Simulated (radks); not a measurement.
Q: Calculated with a radial shooting solver on a logarithmic mesh with Libxc functionals: scalar-relativistic Kohn-Sham, BLYP, spin-polarised, spherical densities, point nucleus; open shells are filled with parallel spins first. Each species is in its NIST ground configuration. Rank Zn3+, Cr3+, Mn3+, Ti3+, Fe3+, V3+, Ni3+, Cu3+, Co3+, Sc3+ by mean radius of the outermost orbital (bohr), largest first.

A: Ti3+ 1.26, V3+ 1.17, Sc3+ 1.13, Cr3+ 1.10, Mn3+ 1.03, Fe3+ 0.978, Co3+ 0.965, Ni3+ 0.912, Cu3+ 0.866, Zn3+ 0.825.
